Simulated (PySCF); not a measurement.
In²⁺: ionisation energy

In²⁺ [Kr] 4d10 5s1 (2S) → In³⁺ [Kr] 4d10 (1S), as a difference of total energies. Computed with PySCF 2.14 in x2c-TZVPall, with the spin-free X2C one-electron Hamiltonian (Gaussian nucleus). The calculations carry no spin-orbit coupling.

```
method  ionisation energy (eV)
   UHF                  26.662
  BP86                  28.655
 B3LYP                  28.592
```

For comparison: 28.044 eV (measured; NIST Atomic Spectra Database, ionization energies).
